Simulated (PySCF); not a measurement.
Interval between two levels of Se⁺ by level of theory

Se⁺ [Ar] 3d10 4s2 4p3 [4S3/2, M_J = 3/2] → Se⁺ [Ar] 3d10 4s1 4p3 5s1 [6S5/2, M_J = 5/2], as a difference of total energies. Computed with PySCF 2.14 in x2c-TZVPall-2c with one added diffuse shell each of s, p, d type (7s8p5d1f, 63 functions), with the two-component X2C-1e Hamiltonian. Correlated levels: [Ne] frozen. "Screened" scales the spin-orbit matrix elements by Boettger's factors to mimic the two-electron term; Breit and QED terms are absent.

```
                    method  interval between two levels (cm⁻¹)
           GHF (spin-free)                              145620
          GMP2 (spin-free)                              157640
 GHF (screened spin-orbit)                              145670
GMP2 (screened spin-orbit)                              157680
```

The labels give the starting determinants; with spin-orbit coupling the two ends relaxed to ⟨J²⟩ = 3.75, ⟨L²⟩ = 0.01, ⟨S²⟩ = 3.74 and ⟨J²⟩ = 8.75, ⟨L²⟩ = 0.01, ⟨S²⟩ = 8.74.

The promoted electron is Rydberg-like, and one or two diffuse shells describe it only roughly, which tends to raise the upper state.
